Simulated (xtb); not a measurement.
C₄H₁₀BO₃, doublet, from a rough starting geometry; GFN2-xTB (xtb 6.7.1).

xtb was given this input:
```
$ xtb mol.xyz --gfn 2 --uhf 1 --opt vtight --json

# file mol.xyz
18

C     -3.15248396    -0.62525318    -0.63439853
C     -2.38503315     0.17491488     0.33591786
O     -1.09806602     0.35795214    -0.08275207
B     -0.05312135     0.67254234     0.85351645
O      0.04038408     0.72706944     2.12211594
O      1.23840213     0.89333809     0.31319594
C      2.05724662    -0.20389949    -0.06256571
C      3.47320498     0.25038552    -0.30535183
H     -4.20289589    -0.74343899    -0.38653203
H     -3.09724450    -0.18960209    -1.69720657
H     -2.69247172    -1.62820967    -0.76116945
H     -2.51472068    -0.28058810     1.25451354
H     -2.86559089     1.22199468     0.40577265
H      1.60523354    -0.74840272    -0.88079109
H      2.12607940    -0.91361018     0.71297538
H      4.16615647    -0.53822001    -0.68916446
H      3.85503953     0.71763635     0.59121617
H      3.44885138     1.06084794    -1.11415998
```

Task: Predict the main parts of the log of this xtb run.

Result: 
```
   ID    Z sym.   atoms
    1    6 C      1, 2, 7, 8
    2    8 O      3, 5, 6
    3    5 B      4
    4    1 H      9-18

           -------------------------------------------------
          |                Calculation Setup                |
           -------------------------------------------------

           -------------------------------------------------
          |                 G F N 2 - x T B                 |
           -------------------------------------------------

          ...................................................
          :                      SETUP                      :
          :.................................................:
          :  # basis functions                  42          :
          :  # atomic orbitals                  42          :
          :  # shells                           26          :
          :  # electrons                        47          :
          :  max. iterations                   250          :
          :  Hamiltonian                  GFN2-xTB          :
          :  restarted?                      false          :
          :  GBSA solvation                  false          :
          :  PC potential                    false          :
          :  electronic temp.          300.0000000     K    :
          :  accuracy                    1.0000000          :
          :  -> integral cutoff          0.2500000E+02      :
          :  -> integral neglect         0.1000000E-07      :
          :  -> SCF convergence          0.1000000E-05 Eh   :
          :  -> wf. convergence          0.1000000E-03 e    :
          :  Broyden damping             0.4000000          :
          :  net charge                          0          :
          :  unpaired electrons                  1          :
          ...................................................

 iter      E             dE          RMSdq      gap      omega  full diag
   1    -27.1141654 -0.271142E+02  0.599E+00    8.64       0.0  T
   2    -27.2700131 -0.155848E+00  0.408E+00    6.17       1.0  T
   3    -27.2783766 -0.836344E-02  0.254E+00    7.09       1.0  T
   4    -27.3279184 -0.495418E-01  0.117E+00    6.74       1.0  T
   5    -27.3386847 -0.107663E-01  0.508E-01    6.98       1.0  T
   6    -27.3409197 -0.223502E-02  0.269E-01    7.19       1.0  T
   7    -27.3402067  0.712993E-03  0.296E-01    7.10       1.0  T
   8    -27.3409916 -0.784864E-03  0.186E-01    7.15       1.0  T
   9    -27.3418610 -0.869439E-03  0.755E-02    7.14       1.0  T
  10    -27.3419313 -0.703087E-04  0.508E-02    7.14       1.0  T
  11    -27.3419933 -0.620061E-04  0.666E-03    7.15       3.5  T
  12    -27.3419937 -0.434949E-06  0.208E-03    7.15      11.3  T
  13    -27.3419938 -0.880350E-07  0.113E-03    7.15      20.9  T
  14    -27.3419939 -0.209737E-07  0.535E-04    7.15      44.0  T
  15    -27.3419939 -0.688554E-08  0.436E-05    7.15     540.6  T

   *** convergence criteria satisfied after 15 iterations ***

         :::::::::::::::::::::::::::::::::::::::::::::::::::::
         ::                     SUMMARY                     ::
         :::::::::::::::::::::::::::::::::::::::::::::::::::::
         :: total energy             -27.085463840447 Eh    ::
         :: gradient norm              0.145271138999 Eh/a0 ::
         :: HOMO-LUMO gap              7.145681648793 eV    ::
         ::.................................................::
         :: SCC energy               -27.342003637950 Eh    ::
         :: -> isotropic ES            0.099179173853 Eh    ::
         :: -> anisotropic ES         -0.000771255686 Eh    ::
         :: -> anisotropic XC          0.003654189367 Eh    ::
         :: -> dispersion             -0.009188197822 Eh    ::
         :: repulsion energy           0.256539797503 Eh    ::
         :: add. restraining           0.000000000000 Eh    ::
         :: total charge              -0.000000000000 e     ::
         :::::::::::::::::::::::::::::::::::::::::::::::::::::

[...]
 * total energy  :   -27.1241901 Eh     change       -0.6934604E-06 Eh
 * total energy  :   -27.1241907 Eh     change       -0.6144438E-06 Eh
 * total energy  :   -27.1241912 Eh     change       -0.4939369E-06 Eh
 * total energy  :   -27.1241913 Eh     change       -0.1725063E-06 Eh
 * total energy  :   -27.1241915 Eh     change       -0.1787434E-06 Eh
 * total energy  :   -27.1241917 Eh     change       -0.1874646E-06 Eh
 * total energy  :   -27.1241919 Eh     change       -0.1776777E-06 Eh
 * total energy  :   -27.1241921 Eh     change       -0.1641411E-06 Eh
 * total energy  :   -27.1241922 Eh     change       -0.1464417E-06 Eh
 * total energy  :   -27.1241923 Eh     change       -0.1258936E-06 Eh
 * total energy  :   -27.1241924 Eh     change       -0.1066993E-06 Eh
 * total energy  :   -27.1241925 Eh     change       -0.9185117E-07 Eh
   *** GEOMETRY OPTIMIZATION CONVERGED AFTER 130 ITERATIONS ***
         :: total energy             -27.124192521673 Eh    ::
[...]
      -------------------------------------------------------------
                  HL-Gap            0.2735834 Eh            7.4446 eV
             Fermi-level           -0.3227953 Eh           -8.7837 eV

     #   Z          covCN         q      C6AA      α(0)
     1   6 C        3.734    -0.130    23.084     6.857
     2   6 C        3.691     0.088    19.301     6.287
     3   8 O        1.636    -0.389    20.641     6.133
     4   5 B        2.395     0.552    18.122     7.881
     5   8 O        0.841    -0.473    23.199     6.457
     6   8 O        1.637    -0.347    19.862     6.016
     7   6 C        3.689     0.081    19.406     6.305
     8   6 C        3.750    -0.118    22.826     6.814
     9   1 H        0.925     0.070     2.086     2.259
    10   1 H        0.925     0.076     2.017     2.221
    11   1 H        0.960     0.214     1.030     1.587
    12   1 H        0.923     0.044     2.402     2.424
    13   1 H        0.923     0.078     1.997     2.210
    14   1 H        0.924     0.041     2.431     2.438
    15   1 H        0.924     0.058     2.220     2.330
    16   1 H        0.925     0.047     2.362     2.403
    17   1 H        0.925     0.055     2.257     2.349
    18   1 H        0.925     0.052     2.296     2.370

 Mol. C6AA /au·bohr⁶  :       2569.393000
 Mol. C8AA /au·bohr⁸  :      56160.259900
 Mol. α(0) /au        :         75.339685

Wiberg/Mayer (AO) data.
largest (>0.10) Wiberg bond orders for each atom

 ---------------------------------------------------------------------------
     #   Z sym  total        # sym  WBO       # sym  WBO       # sym  WBO
 ---------------------------------------------------------------------------
     1   6 C    3.907 --     2 C    1.028     9 H    0.978    10 H    0.974
                            11 H    0.663     5 O    0.159
     2   6 C    3.958 --     1 C    1.028     3 O    0.998    12 H    0.964
                            13 H    0.923
     3   8 O    2.169 --     2 C    0.998     4 B    0.964
     4   5 B    3.365 --     5 O    1.289     6 O    1.068     3 O    0.964
     5   8 O    1.961 --     4 B    1.289    11 H    0.257     1 C    0.159
     6   8 O    2.247 --     4 B    1.068     7 C    0.973
     7   6 C    3.943 --     8 C    1.010     6 O    0.973    14 H    0.968
                            15 H    0.957
     8   6 C    3.993 --     7 C    1.010    17 H    0.986    16 H    0.985
                            18 H    0.984
     9   1 H    0.995 --     1 C    0.978
    10   1 H    0.994 --     1 C    0.974
    11   1 H    0.951 --     1 C    0.663     5 O    0.257
    12   1 H    0.998 --     2 C    0.964
    13   1 H    0.991 --     2 C    0.923
    14   1 H    0.998 --     7 C    0.968
    15   1 H    0.989 --     7 C    0.957
    16   1 H    0.997 --     8 C    0.985
    17   1 H    0.997 --     8 C    0.986
    18   1 H    0.997 --     8 C    0.984
 ---------------------------------------------------------------------------

Topologies differ in total number of bonds
Writing topology from bond orders to xtbtopo.mol

molecular dipole:
                 x           y           z       tot (Debye)
 q only:       -0.596       0.650      -0.955
   full:       -0.641       0.736      -1.133       3.801
molecular quadrupole (traceless):
                xx          xy          yy          xz          yz          zz
 q only:       11.114      -0.321      -3.289      -0.319       3.135      -7.825
  q+dip:        9.901      -0.764      -2.164       1.129       4.900      -7.737
   full:       10.456      -0.754      -2.241       0.916       4.718      -8.215

optimized geometry written to: xtbopt.xyz

           -------------------------------------------------
          | TOTAL ENERGY              -27.124192521673 Eh   |
          | GRADIENT NORM               0.000027338088 Eh/α |
          | HOMO-LUMO GAP               7.444582495882 eV   |
           -------------------------------------------------

normal termination of xtb
```
